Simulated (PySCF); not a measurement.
# Assigning NMR signals

Structure with atom numbers: `[CH3:1][c:2]1[cH:3][c:4]([SiH3:5])[cH:6][c:7]([C:8](=[O:9])[Cl:10])[cH:11]1`. Hydrogens are named by the atom that carries them.

Theory: coordinates at the GFN2-xTB level, NMR shieldings at PBE0/pcSseg-1/GIAO, in PySCF (averaged over atoms made equivalent by symmetry, fast rotation or ring inversion, single conformer, no solvent, no relativistic terms).

Shifts are taken against calculated references (same method and geometry level): TMS for ¹³C (σref 186.93) and ¹H (σref 31.72).

**Question.** Assign these signals to the numbered atoms. ¹³C{¹H} NMR (computed): δ 177.0 (C), 149.5 (CH), 144.1 (C), 142.5 (CH), 142.3 (CH), 136.7 (C), 135.0 (C), 24.0 (CH3).

**Answer.** 
177.0 → C8, carbonyl carbon
149.5 → C3, aromatic CH
144.1 → C2, substituted aromatic carbon
142.5 → C6, aromatic CH
142.3 → C11, aromatic CH
136.7 → C4, substituted aromatic carbon
135.0 → C7, substituted aromatic carbon
24.0 → C1, methyl carbon on an aromatic ring: aliphatic region, no heteroatom directly attached

C2 and C6; C6 and C11; C4 and C7 lie closer than the usual error of such a calculation, so a measured spectrum could show them in the other order.

**Question.** Assign these signals to the numbered atoms. ¹H NMR (400 MHz, computed): δ 8.57 (s, 1H), 8.47 (s, 1H), 7.96 (s, 1H), 4.59 (s, 3H), 2.61 (s, 3H).

**Answer.** 
8.57 → H(C11), hydrogen on an aromatic CH: ring current plus the deshielding of an ortho carbonyl group
8.47 → H(C6), hydrogen on an aromatic CH
7.96 → H(C3), hydrogen on an aromatic CH
4.59 → H(Si5), hydrogen on a silicon bonded to C
2.61 → H(C1), hydrogen on a methyl carbon on an aromatic ring: benzylic-type position, deshielded by the ring

H(C11) and H(C6) lie closer than the usual error of such a calculation, so a measured spectrum could show them in the other order.

Carbons that carry Cl, above all several Cl atoms, come out too deshielded, partly because spin–orbit coupling is missing. Shifts are as computed. Against solution values, carbons near 30 ppm lie about +3 ppm off and those near 130 ppm about +5 ppm; carbons on Cl a further +6 ppm. Of 1211 compounds with measured shifts, 218 miss one by over three times the rms of a fit or turn the order of signals round; such compounds aren't used in these exercises. No couplings were computed; multiplicities are counted from neighbouring protons, with m where these are inequivalent, close in shift, in a saturated or five-membered ring or joined by F or P, and br s for small geminal =CH2 splittings.
